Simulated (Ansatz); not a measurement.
System: BO, charge 1, singlet. BO+ (parent SMILES [B]=O, singlet).
B3LYP-D3(BJ)/def2-TZVP minimum from Ansatz (a program for electronic structure):
```xyz
2

B      0.0000     0.0000    -0.7313
O      0.0000     0.0000     0.4571
```
Charge +1, spin multiplicity 1.

Total energies in aug-cc-pVQZ, 8 correlated electrons, 2 frozen orbitals. Radicals and triplets start from unrestricted determinants; spin-orbit coupling is neglected. Correlated methods leave the cores frozen. No relativity. The T1 diagnostic of BO+ (parent SMILES [B]=O, singlet) reaches 0.055 in the sets run. The spin of BO+ (parent SMILES [B]=O, singlet) was assumed, and the state is the lowest solution found for it.

```tsv
method	program	energy (Eh)	minus CCSDT(Q) (mEh)
HF	Ansatz	-99.07500	350.95
MP2	Ansatz	-99.41439	11.57
CCSD	Ansatz	-99.40314	22.81
CCSD(T)	Ansatz	-99.42322	2.74
CCSDT(Q)	Ansatz	-99.42596	0.00
```

Rough core times of Ansatz's runs on a shared machine: CCSD(T) 30 s, CCSDT(Q) 10 min.
